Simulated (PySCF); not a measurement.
# Krypton: a sound run and one with changed settings

Sound run: Kr(2+) [Ar] 3d10 4s2 4p4, Kr(3+) [Ar] 3d10 4s2 4p3. Calculation: PySCF 2.14, in Sapporo-DKH3-DZP-2012; the spin-free X2C one-electron Hamiltonian (Gaussian nucleus). In the sound run the correlated levels freeze [Ar] 3d10. The sound run starts from symmetry-adapted Hartree-Fock orbitals and uses a fine grid where one is needed.

A second run was set up differently.

| species | method | sound run (hartree) | changed run (hartree) | converged |
| --- | --- | --- | --- | --- |
| Kr(2+) | MP2 | -2786.85048 | -2787.46699 | yes |
| Kr(3+) | MP2 | -2785.56927 | -2786.18285 | yes |

Ionisation energy of Kr(2+):

```json
{"method": "UHF", "sound run (eV)": "34.433", "changed run (eV)": "34.433"}
{"method": "MP2", "sound run (eV)": "34.863", "changed run (eV)": "34.943"}
{"method": "SCS-MP2", "sound run (eV)": "34.880", "changed run (eV)": "34.927"}
```

(1) What was changed?
A. a valence shell is frozen
B. level shift left on
C. all electrons correlated in a valence basis
D. too few SCF iterations

Results:

(1) C. A valence basis has no tight correlating functions, so it recovers only part of the core correlation, and not evenly between atom and ion.
